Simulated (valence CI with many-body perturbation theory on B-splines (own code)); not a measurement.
# Cd XV: key properties

Level of theory: relativistic CI+MBPT: six valence electrons over a frozen Dirac-Fock core [Ar] 3d10, radial functions for each j: 9 s, 9 p, 8 d, 6 f, 3 g, 1 h, with the one-electron correlation potential Σ1, the two-electron term Σ2, the three-electron term Σ3, Breit, model QED; selected CI, second order for the rest, scaled by the run's own slope (own B-spline code, finite nucleus).

No measured levels were compared; by estimate levels hold to about 250 cm⁻¹ or 0.2 % of their energy and the worst to 1 %, as in measured heavy ions of charge 2 to 7; those with d or f electrons hold less well. Among the levels kept, up to 1200 cm⁻¹ of a level comes from second order outside the variational space, and about a tenth of that is noise between levels of different J, which matters for small intervals.

Names give the largest LS component (configuration and term), which can be under half, so a name can repeat, a term be missing and a line seem to break the LS rules; names also repeat where a configuration has a term twice.

Rates and lifetimes use the calculated energies. Strong lines usually hold to 10 to 20 %, long lifetimes can be off by a factor of two.

(1) What is the ground level?

(2) How well does LS coupling describe the low levels?

(3) What are the static dipole polarisabilities of the lowest levels?

(4) Among levels below 681880 cm⁻¹, which E1 lines absorb most strongly from the ground level?

(5) Where does the other parity begin?

(6) What is the ionisation energy?

(7) Name the longest-lived excited levels whose lifetime is computed, and their main decay.

## Answers

(1) 4s²4p⁴ ³P_2, composition 79 % 4s²4p⁴ ³P + 18 % 4s²4p⁴ ¹D, g = 1.405.

(2) Among the lowest 20 levels the leading LS term, summed over configurations, holds 71 % on average. For single configurations the figures are 67 % in LS and 72 % in jj coupling. Terms mix most in the J = 3 level at 545800 cm⁻¹, where the leading one holds 30 %.

(3) 4s²4p⁴ ³P_2 0.489 (tensor 0.014); 4s²4p⁴ ³P_0 0.488; 4s²4p⁴ ³P_1 0.504 (tensor -0.014); 4s²4p⁴ ¹D_2 0.501 (tensor -0.041) bohr³, of which the core gives 0.0237.

(4) to 4s²4p³4d ³D°_3 at 15.06 nm, f = 1.48; to 4s²4p³4d ³P°_2 at 15.55 nm, f = 0.658; to 4s²4p³4d ³P°_1 at 15.49 nm, f = 0.352.

(5) At 4s4p⁵ ³P°_2, 368130 cm⁻¹.

(6) 359 eV; NIST lists 358 ± 3 eV (theoretical).

(7) 4s²4p⁴ ³P_0 at 28481 cm⁻¹ lives 1.38 s, mostly by E2 to 4s²4p⁴ ³P_2; 4s²4p³4d ⁵D°_4 at 511100 cm⁻¹ lives 3.85 ms, mostly by M2 to 4s²4p⁴ ³P_2; 4s²4p³4d ³G°_4 at 568360 cm⁻¹ lives 491 μs, mostly by M1 to 4s²4p³4d ⁵D°_4. The lifetime of 4s²4p³4d ³F°_4 is too uncertain to give, and may be longer. The lifetime of 4s²4p³4d ¹G°_4 is too uncertain to give, and may be longer. The lifetime of 4s²4p³4d ³G°_5 is too uncertain to give, and may be longer.
